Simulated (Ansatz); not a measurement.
`C=C[SiH2]O` + `OBF` → `O[SiH2]OBF` + ethylene  (ligand exchange at the Si–C bond)

Calculated with Ansatz (gas phase, PBE0-D4/def2-TZVP geometries, no zero-point term in ΔE). CCSD(T)/CBS is the MP2 limit (def2-TZVPP, def2-QZVPP) plus CCSD(T) − MP2 in def2-TZVPP, frozen cores. This one scheme is used for every species. Functionals use def2-TZVPP. B3LYP here is the variant with VWN-RPA as its local correlation; programs differ in this. HSE06 is defined as in plane-wave codes. One conformer a species, not always the lowest.

```
             level  ΔE (kcal/mol)  difference from CCSD(T)/CBS
       LDA (SPW92)          -21.6                          3.1
            PBE-D4          -21.2                          3.5
           BLYP-D4          -23.7                          1.0
         r2SCAN-D4          -24.1                          0.6
            B97M-V          -24.8                         -0.1
           PBE0-D4          -22.4                          2.3
          B3LYP-D4          -24.8                         -0.1
        r2SCANh-D4          -24.3                          0.4
          HSE06-D4          -22.4                          2.3
          BHLYP-D4          -26.5                         -1.8
      CAM-B3LYP-D4          -25.8                         -1.1
           ωB97X-V          -24.4                          0.3
           ωB97M-V          -24.4                          0.3
            B2PLYP          -25.4                         -0.7
          PBE-QIDH          -24.0                          0.7
               PBE          -21.5                          3.2
            revPBE          -21.5                          3.2
              BLYP          -24.5                          0.2
            r2SCAN          -24.2                          0.5
              PBE0          -22.7                          2.0
             B3LYP          -25.3                         -0.6
           r2SCAN0          -24.8                         -0.1
             HSE06          -22.7                          2.0
         CAM-B3LYP          -26.1                         -1.4
           LC-ωPBE          -23.7                          1.0
RPA@PBE/def2-TZVPP          -24.3                          0.4
      MP2/def2-SVP          -22.2                          2.5
     CCSD/def2-SVP          -22.6                          2.1
  CCSD(T)/def2-SVP          -22.0                          2.7
     HF/def2-TZVPP          -29.1                         -4.4
    MP2/def2-TZVPP          -24.6                          0.1
SCS-MP2/def2-TZVPP          -25.5                         -0.8
   CCSD/def2-TZVPP          -25.3                         -0.6
CCSD(T)/def2-TZVPP          -24.6                          0.1
     HF/def2-QZVPP          -29.5                         -4.8
    MP2/def2-QZVPP          -24.9                         -0.2
SCS-MP2/def2-QZVPP          -25.7                         -1.0
      HF/CBS(def2)          -29.6                         -4.9
     MP2/CBS(def2)          -24.8                         -0.1
    CCSD/CBS(def2)          -25.4                         -0.7
       CCSD(T)/CBS          -24.7                            0
```

Largest T1 diagnostic among the species: 0.013.

From PBE to PBE0 (25 % exact exchange), in def2-TZVPP and without D4, ΔE moves by −1.2 kcal/mol. In def2-TZVPP, CCSD(T) changes the Hartree–Fock value by +4.5 kcal/mol (the triples alone add +0.7 kcal/mol) and MP2 by +4.4 kcal/mol.
